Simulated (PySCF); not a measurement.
Si(CCH)(Cl)2(H), SMILES C#C[SiH](Cl)Cl (C2H2Cl2Si) (B3LYP/def2-SVP optimised geometry):

```
7

Si    -0.406    -0.978     0.000
Cl    -1.070    -1.934    -1.708
Cl    -1.071     0.978     0.000
C     -1.069    -1.836     1.464
C     -1.487    -2.412     2.451
H      1.071    -0.978     0.000
H     -1.860    -2.921     3.322
```

Level of theory: B3LYP/def2-TZVP run with PySCF.

Task: What are the frontier orbital energies and the dipole moment?

Result: HOMO-2 -9.09 eV, HOMO-1 -8.60 eV, HOMO -8.50 eV, LUMO -1.16 eV, LUMO+1 -1.12 eV; dipole moment 1.90 D.

On the same geometry PySCF 2.14.0 with PBE/def2-TZVP gives HOMO-2 -7.95 eV, HOMO-1 -7.63 eV, HOMO -7.52 eV, LUMO -1.91 eV, LUMO+1 -1.86 eV; dipole moment 1.81 D.

Meta-Löwdin charges at B3LYP/def2-TZVP: Si1 0.89, Cl2 -0.28, Cl3 -0.28, C4 -0.31, C5 -0.11, H6 -0.09, H7 0.18.
